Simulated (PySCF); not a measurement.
Si(H)(PH2)3 (H₇P₃Si), SMILES P[SiH](P)P.

Geometry: PBE-D3(BJ)/def2-SVP. The values are those of a single conformer.

All values below come from PBE-D3(BJ)/def2-SVP run with PySCF.

Frequencies are harmonic and unscaled.

```csv
mode,ν (cm⁻¹),IR (km/mol),moving atoms (share of kinetic energy)
1,105,1.0,"P 69 %, H 21 %, Si 10 %"
2,106,1.6,"P 74 %, H 15 %, Si 11 %"
3,123,5.4,"H 90 %, P 9 %"
4,136,1.9,"H 68 %, P 17 %, Si 15 %"
5,144,5.5,"H 80 %, P 15 %"
6,149,8.0,"H 47 %, P 33 %, Si 20 %"
7,356,2.1,"P 66 %, Si 26 %, H 8 %"
8,453,12.3,"Si 50 %, P 41 %, H 9 %"
9,463,12.1,"Si 52 %, P 35 %, H 13 %"
10,535,21.7,H 98 %
11,549,20.8,H 97 %
12,588,1.6,H 95 %
13,670,11.6,"H 86 %, P 9 %"
14,692,35.2,"H 85 %, Si 10 %"
15,716,13.5,H 89 %
16,763,62.7,H 90 %
17,789,48.6,H 92 %
18,1039,1.1,H 97 %
19,1044,13.9,H 97 %
20,1046,26.7,H 97 %
21,2137,76.9,H 97 %
22,2300,29.8,H 97 %
23,2306,4.1,H 97 %
24,2308,48.5,H 97 %
25,2322,34.1,H 97 %
26,2325,41.6,H 97 %
27,2326,44.8,H 97 %
```
